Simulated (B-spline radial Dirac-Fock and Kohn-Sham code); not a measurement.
These are calculated numbers from a radial atomic solver; the model is the independent-particle Dirac-Slater model, thresholds from Dirac-Fock. Kinetic energies are from the vacuum level. Open shells are spread statistically over j, without multiplet splitting. Without correlation, outer binding energies are uncertain by a few eV, most for open f shells.

Question: A free atom or ion in its tabulated ground configuration is ionised with 3300 eV photons and gives these photoelectron lines. Identify it and assign the lines.

```csv
kinetic energy (eV),relative cross section
1989.2,100.0
3202.2,5.4
3243.4,0.49
3243.7,0.96
3293.4,0.25
```

Answer: Mg, [Ne] 3s2. Binding energies are hν less the kinetic energy: 1s 1310.8 eV, 2s 97.82 eV, 2p1/2 56.57 eV, 2p3/2 56.30 eV, 3s 6.62 eV.

Question: A free atom or ion in its tabulated ground configuration is ionised with 1000 eV photons and gives these photoelectron lines. Identify it and assign the lines.

```csv
kinetic energy (eV),relative cross section
451.1,17.5
548.8,18.1
607.1,49.5
767.6,67.5
778.3,100.0
923.6,3.6
953.9,3.1
961.6,7.3
977.7,62.9
979.3,80.3
993.8,0.36
994.4,0.73
994.7,1.0
```

Answer: Hf, [Xe] 4f14 5d2 6s2. Binding energies are hν less the kinetic energy: 4s 548.9 eV, 4p1/2 451.2 eV, 4p3/2 392.9 eV, 4d3/2 232.4 eV, 4d5/2 221.7 eV, 5s 76.37 eV, 5p1/2 46.09 eV, 5p3/2 38.36 eV, 4f5/2 22.32 eV, 4f7/2 20.66 eV, 6s 6.19 eV, 5d3/2 5.64 eV, 5d5/2 5.32 eV.

Question: A free atom or ion in its tabulated ground configuration is ionised with 1840 eV photons and gives these photoelectron lines. Identify it and assign the lines.

```tsv
kinetic energy (eV)	relative cross section
1455.1	47.1
1533.5	52.2
1544.1	100.0
1681.8	36.6
1683.6	53.1
1774.8	7.1
1797.0	6.0
1798.2	11.5
```

Answer: Sr²⁺, [Ar] 3d10 4s2 4p6. Binding energies are hν less the kinetic energy: 3s 384.9 eV, 3p1/2 306.5 eV, 3p3/2 295.9 eV, 3d3/2 158.2 eV, 3d5/2 156.4 eV, 4s 65.22 eV, 4p1/2 43.02 eV, 4p3/2 41.81 eV.
